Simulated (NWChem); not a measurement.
Molecule: BGeH$_{5}$; SMILES [BH2][GeH3]

```xyz
7

B      0.0001     1.7260    -0.0118
Ge     0.0000    -0.3325    -0.0037
H     -1.2484    -0.9520    -0.6617
H      1.2512    -0.9526    -0.6559
H     -0.0036    -0.7773     1.4786
H      1.0362     2.3463     0.0078
H     -1.0363     2.3458     0.0078
```
Atoms are numbered in this order, from 1.

Structure relaxed at the PBE0/def2-SVP level.

Task: List the 4 lowest vertical singlet excitations from B3LYP/def2-SVPD, TDA (NWChem).

Result: 
```json
[
 {"state": "S1", "energy (eV)": "4.21", "oscillator strength": "0.006", "leading excitation (squared amplitude)": "HOMO → LUMO (0.98)"},
 {"state": "S2", "energy (eV)": "5.17", "oscillator strength": "0.003", "leading excitation (squared amplitude)": "HOMO−1 → LUMO (0.91)"},
 {"state": "S3", "energy (eV)": "6.05", "oscillator strength": "0.076", "leading excitation (squared amplitude)": "HOMO−2 → LUMO (0.95)"},
 {"state": "S4", "energy (eV)": "6.11", "oscillator strength": "0.002", "leading excitation (squared amplitude)": "HOMO−3 → LUMO (0.91)"}
]
```
